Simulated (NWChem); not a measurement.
HTeBr; SMILES Br[TeH]

Program: NWChem. Medium grid unless said otherwise, to which SCAN and Minnesota functionals are sensitive. Coordinates come from a PBE0/def2-SVP optimisation. def2 effective core potentials on Te; no spin-orbit coupling. B3LYP is NWChem's, with the RPA form of VWN correlation. Total energies of different functionals are on different scales.

```
level            energy (Ha)  highest occupied level (eV)  orbital gap (eV)  dipole (D)
---------------  -----------  ---------------------------  ----------------  ----------
B3LYP/def2-SVP    -2842.5843                        -6.21              3.31        1.72
PBE/def2-SVP      -2842.0724                        -5.35              1.83        1.62
BLYP/def2-SVP     -2842.4383                        -5.13              1.79        1.57
KT2/def2-SVP      -2853.7601                        -5.40              1.79        1.60
M06-2X/def2-SVP   -2842.4230                        -7.64              5.81        2.04
MN15-L/def2-SVP   -2841.6160                        -5.64              2.42        1.87
M06/def2-SVP      -2842.4388                        -6.39              3.86        1.86
OLYP/def2-SVP     -2843.4609                        -5.18              1.90        1.67
B97-2/def2-SVP    -2843.4292                        -6.26              3.46        1.79
PBE0/def2-SVP     -2842.1790                        -6.50              3.75        1.78
M05-2X/def2-SVP   -2842.3629                          ___               ___        2.01
```

Question: Some entries are withheld; supply them.

Answer: 
- M05-2X/def2-SVP, highest occupied level (eV): -7.85
- M05-2X/def2-SVP, orbital gap (eV): 5.95
